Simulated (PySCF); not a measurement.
Al(OH)(SiH3)2 (AlH7OSi2), SMILES [OH][Al]([SiH3])[SiH3]. Atoms are numbered in the order given.

```xyz
11

Al    -0.3125    -0.2870     0.0001
O     -1.5470    -1.4193     0.0017
H     -2.2473    -2.0621     0.0034
Si    -0.6996     1.8002    -1.2416
H      0.4952     2.7051    -1.2264
H     -1.8491     2.5722    -0.6630
H     -1.0389     1.5310    -2.6782
Si     1.7351    -0.8501     1.2405
H      2.7491     0.2530     1.2020
H      2.3916    -2.0778     0.6802
H      1.4414    -1.1372     2.6837
```
Charge 0, spin multiplicity 1.

Geometry optimised at r2SCAN-D4/def2-SVP. The geometry has at least one imaginary mode, so it is a saddle point at that level. The structure was generated by enumeration; whether it is a known compound was not checked. One conformer was computed; it need not be the lowest.

Method: TDA-PBE/def2-SVPD (PySCF).

Vertical excitations. The molecule is in vacuum.

```
state  energy (eV)  λ (nm)      f                                            main pairs
-----  -----------  ------  -----  ----------------------------------------------------
S1            3.62     343  0.000                                        HOMO→LUMO 99 %
S2            4.89     254  0.009                                      HOMO→LUMO+1 97 %
S3            5.42     229  0.284                                      HOMO→LUMO+2 84 %
S4            5.45     228  0.000                                      HOMO−1→LUMO 99 %
S5            5.77     215  0.003                    HOMO−3→LUMO 69 %, HOMO−7→LUMO 26 %
S6            5.82     213  0.018                                      HOMO−2→LUMO 87 %
S7            5.84     212  0.000                                      HOMO−5→LUMO 98 %
S8            5.93     209  0.006                    HOMO−4→LUMO 71 %, HOMO→LUMO+3 27 %
S9            6.04     205  0.010  HOMO−7→LUMO 56 %, HOMO→LUMO+5 32 %, HOMO−3→LUMO 10 %
S10           6.12     203  0.000                    HOMO−6→LUMO 79 %, HOMO→LUMO+4 15 %
T1            3.09     401      0                                        HOMO→LUMO 99 %
T2            4.47     277      0                                      HOMO→LUMO+1 89 %
T3            4.65     267      0                                      HOMO→LUMO+2 88 %
T4            4.91     253      0                                      HOMO−3→LUMO 86 %
```
Triplets are in the Tamm–Dancoff approximation.
